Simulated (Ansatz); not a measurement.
Molecule: YI2 (charge 0, doublet). SMILES: [I][Y][I]
Geometry from a B3LYP-D3(BJ)/def2-TZVP (Ansatz, an electronic-structure program) optimisation:
```xyz
3

Y      0.8137    -0.0105    -0.0018
I     -0.2771     2.0053    -1.6378
I     -0.3216    -1.9975     1.6391
```
Charge 0, spin multiplicity 2.

Quantity: size of the dipole moment, in D. Conventions: no spin-orbit coupling; open shells spin-unrestricted; LANL2DZ with its own core potentials from Na on; STO-3G and 3-21G all-electron and non-relativistic; def2 sets with scalar-relativistic core potentials past Kr; no dispersion term unless named. First-principles rows: single points at B3LYP-D3(BJ) geometries (Ansatz).

```
level           program  size of the dipole moment (D)
--------------  -------  -----------------------------
SVWN5/LANL2DZ    Ansatz                           2.85
PBE/STO-3G       Ansatz                           2.25
PBE/3-21G        Ansatz                           3.13
PBE/LANL2DZ      Ansatz                           3.27
PBE/def2-SVP     Ansatz                           2.70
BLYP/LANL2DZ     Ansatz                           3.07
B3LYP/STO-3G     Ansatz                           2.41
B3LYP/3-21G      Ansatz                           3.44
B3LYP/LANL2DZ    Ansatz                           3.49
B3LYP/def2-SVP   Ansatz                           2.89
PBE0/LANL2DZ     Ansatz                           3.83
```

No value to compare with is used here. The 11 habitual levels span 2.25 (PBE/STO-3G) to 3.83 D (PBE0/LANL2DZ).

The levels are drawn from those run, B3LYP/6-31G* more often than the rest, none by its result; left out are runs that failed, that the program found above a lower state of the same kind, or whose <S^2> lies over 0.5 above the pure value.
